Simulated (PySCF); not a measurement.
**Dipole response of S (sulfur, neutral)**

[Ne] 3s2 3p4, high-spin 3P determinant. All numbers are calculated (PySCF 2.14, no relativity, point nucleus, in aug-cc-pwCVQZ (10s9p7d5f3g, 134 functions)). Coupled (time-dependent) response in atomic units; α is the mean over directions.

```csv
method,mean α (bohr³),"α xx, yy, zz",C₆ (like pair),S(−4)
PBEsol,21.07,"19.57, 24.06, 19.57",146.0,138.6
```

S(−4) is the Cauchy moment in α(ω) = α(0) + S(−4) ω² + …

Reference α: 19.4 ± 0.1 bohr³ (recommended; Schwerdtfeger and Nagle, table of static dipole polarizabilities (2023 update)). Published C₆: 134.0 (Chu and Dalgarno (2004); Tang, Norbeck and Certain (1976)).

α(iu) at PBEsol:

```csv
u (hartree),α(iu) (bohr³)
0,21.07
0.0500,20.73
0.100,19.80
0.200,16.96
0.300,13.93
0.500,9.212
0.750,5.754
1.00,3.850
1.50,2.040
2.00,1.264
3.00,0.6385
5.00,0.2758
```

The components differ because the open shell of this determinant is not spherical; for a pure term their mean is the scalar polarisability.
